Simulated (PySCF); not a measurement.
IrOCl at several levels of theory

All levels use the PBE0 minimum (quintet; Ir–Cl 2.272 Å, Ir–O 1.761 Å; Cl–Ir–O 180.0°), basis [Ir def2-TZVP with ECP60, O def2-TZVP, Cl def2-TZVP], scalar-relativistic core potentials, density fitting, no spin–orbit coupling, PySCF. For vertical energies the ionised species is a quartet (spins chosen at PBE0 and kept) and the electron-attached one a quartet. Atomisation goes to high-spin ground-configuration atoms, without zero-point energy. Open shells are unrestricted, also as the reference of the correlated levels. A dash marks a value that was not computed or is not defined at that level.

Z-matrix (Å, degrees; charge 0 multiplicity 5):
```
Ir
O  1 1.7606
Cl 1 2.2715 2 180.00
```

```json
{"level": "PBE0", "atomisation (kJ/mol)": "777", "vertical IP (eV)": "10.28", "vertical EA (eV)": "2.85", "−ε(HOMO) (eV)": "7.91", "dipole (D)": "0.38"}
{"level": "HF", "atomisation (kJ/mol)": "350", "vertical IP (eV)": "9.54", "vertical EA (eV)": "1.28", "−ε(HOMO) (eV)": "11.17", "dipole (D)": "1.28"}
{"level": "MP2", "atomisation (kJ/mol)": "779", "vertical IP (eV)": "11.30", "vertical EA (eV)": "3.05", "−ε(HOMO) (eV)": "–", "dipole (D)": "–"}
{"level": "PBE", "atomisation (kJ/mol)": "870", "vertical IP (eV)": "9.76", "vertical EA (eV)": "3.17", "−ε(HOMO) (eV)": "6.26", "dipole (D)": "0.11"}
{"level": "r2SCAN", "atomisation (kJ/mol)": "833", "vertical IP (eV)": "10.07", "vertical EA (eV)": "–", "−ε(HOMO) (eV)": "6.70", "dipole (D)": "0.28"}
```

Spin contamination in at least one species weakens the values at: PBE0, HF, MP2.

Without diffuse functions attachment energies tend to come out too low.

Other spin states or occupations of the open shell can lie lower. Spin–orbit coupling, left out here, can matter for elements this heavy.
